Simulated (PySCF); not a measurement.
C3H7NSi, SMILES C=C=CN[SiH3]. Coordinates come from a PBE-D3(BJ)/def2-SVP optimisation. This is a generated structure with no PubChem entry under its InChIKey; it may be hypothetical. One conformer was computed; it need not be the lowest.

All values below come from PBE-D3(BJ)/def2-SVP run with PySCF 2.14.0.

Harmonic wavenumbers (cm⁻¹): 104, 131, 145, 209, 253, 270, 585, 600, 683, 701, 786, 846, 863, 886, 905, 945, 972, 995, 1182, 1324, 1355, 1453, 2015, 2156, 2161, 2184, 3011, 3070, 3084, 3569. Rotational constants (GHz): 7.661, 2.295, 1.827; symmetry number 1.

**Question.** Work out the zero-point energy and the ideal-gas rigid-rotor harmonic-oscillator thermochemistry at 298.15 K and 1 atm.

**Answer.** ZPE = ½ Σ hcν = ½ × 37443 cm⁻¹ = 53.53 kcal/mol. H − E(el) = 58.78 kcal/mol. Entropy in cal/(mol K): translation 39.24, rotation 26.71, vibration 17.23, total 83.18. G − E(el) = 33.98 kcal/mol. Cp = 27.47 cal/(mol K). Modes under 150 cm⁻¹ make the vibrational entropy uncertain.
